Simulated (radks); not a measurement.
Task: Pm II, 60 electrons, occupied as [Xe] 4f5 6s1 (the NIST ground configuration). All-electron calculation, scalar-relativistic Kohn-Sham, LDA (Slater exchange, Perdew-Wang correlation), spin-unpolarised, spherical densities, finite nucleus; Fermi nuclear charge, rms radius 4.962 fm. Program: a radial shooting solver on a logarithmic mesh with Libxc functionals. Some entries of the table are withheld. Estimate them.

orbital,occ.,eigenvalue (Ry),r(max) (bohr)
1s,2,-3305.940,0.01480
2s,2,-537.9737,0.08387
2p,6,(1),0.06763
3s,2,-117.6219,0.2389
3p,6,-99.64693,0.2340
3d,10,-74.93339,0.1917
4s,2,(2),0.5520
4p,6,-17.80380,0.5761
4d,10,-9.46033,0.6024
5s,2,-3.53758,1.287
5p,6,-2.12265,1.463
6s,1,-0.62946,3.454
4f,5,-0.61933,0.6365

Result: 
(1) 2p eigenvalue (Ry): -480.7509
(2) 4s eigenvalue (Ry): -23.70734
